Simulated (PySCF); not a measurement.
BaF, SMILES [Ba+][F], charge +1. Atoms are numbered in the order given.

```xyz
2

Ba     0.0000     0.0000    -0.2885
F      0.0000     0.0000     1.7951
```
Charge +1, spin multiplicity 1.

The structure is a stationary point at PBE0-D3(BJ)/def2-TZVPD. The spin state was assumed, not searched. The def2 effective core potentials stand for the cores of Ba; spin–orbit coupling is left out.

The numbers are results of C-PCM-ωB97X/def2-TZVPD (PySCF), not measurements.

The values are the electrostatic part of the solvation free energy, E(continuum) − E(gas) at the gas-phase geometry, in a cavity of scaled van der Waals radii (PySCF's table); cavitation and dispersion terms are not included. A continuum can't describe solvent molecules that bind to the metal. In vacuum the orbital gap is 12.45 eV.

**Question.** Estimate the values in water (ε = 78.36), benzene (ε = 2.27), chloroform (ε = 4.71). (Estimate from the structure and the level; the computed values follow.)

**Answer.** 
```tsv
solvent	ε	ΔG(elec) (kcal/mol)	gap (eV)
water	78.36	-68.3	13.42
benzene	2.27	-38.2	12.99
chloroform	4.71	-54.2	13.22
```
